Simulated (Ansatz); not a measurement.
Two structures of GaH5SO, closed shell, reached by relaxing down either side of one saddle point (PBE0-D4/def2-TZVP). Energies are electronic, without zero-point energy. Ansatz 0.2.0; basis: def2-TZVPP and def2-QZVPP; cores frozen in the correlated methods. Filled d shells of the heavier atoms are correlated. The def2 sets are not built for correlating such inner shells, so the correlated values are less sure here. Extrapolation: Hartree–Fock as exp(−7.88 √X), correlation as X^−2.97. First:

```xyz
8
angstrom
Ga -0.6650 -0.7227 0.3196
O -1.3685 0.8276 -0.3252
H -0.4802 -1.8302 -0.7692
H -0.7510 -0.9352 1.8719
H 1.1340 1.2959 -0.5185
S 1.8037 0.3105 0.1086
H -1.7770 1.3620 0.3579
H 2.1041 -0.3079 -1.0451
```

Second:

```
8
angstrom
Ga -0.1363 -0.8744 0.3473
O -1.0013 0.9996 -0.3606
H -0.5554 -1.8566 -0.7906
H -0.7129 -0.8317 1.8037
H -0.1535 1.4694 -0.4300
S 1.9289 0.0329 0.1861
H -1.5201 1.4548 0.3114
H 2.1507 -0.3941 -1.0672
```

Q: Which bonds change from the first to the second?

A: GaH₃O ([OH][GaH2]) + H₂S → GaH₃S ([SH][GaH2]) + H₂O (still joined by a long Ga–O bond); bonds formed: O2–H5; dative contacts that become bonds: Ga1–S6; bonds broken: H5–S6; bonds weakened to dative contacts: Ga1–O2.

Q: Give the saddle point's structure and its height above each. (To be estimated.)

A: Computed: 5.03 kcal/mol above the first and 19.00 kcal/mol above the second (CCSD(T) at an estimated basis limit (MP2 extrapolated from triple and quadruple zeta, plus CCSD(T) − MP2 in triple zeta)).
```xyz
8
angstrom
Ga -0.4821 -0.8067 0.3490
O -0.9491 0.8932 -0.3807
H -0.5285 -1.9315 -0.7286
H -0.7687 -0.8864 1.8839
H 0.5181 1.0569 -0.2491
S 1.7525 0.3198 0.1008
H -1.4843 1.4550 0.1854
H 1.9420 -0.1003 -1.1606
```

The T1 diagnostic stays at or below 0.014.

Labels in which every atom is bracketed show which atoms are joined, not bond orders.

For scale, one of the runs: CCSD(T)/def2-TZVPP, 191 basis functions, launched by `ansatz run in.yaml --threads 4 --pin off --events-out ev --progress --plain --max-ram 9574MiB`. The run took 56 s on 4 CPU threads of an Intel Xeon (shared host), with 2 GiB of host memory at its peak.
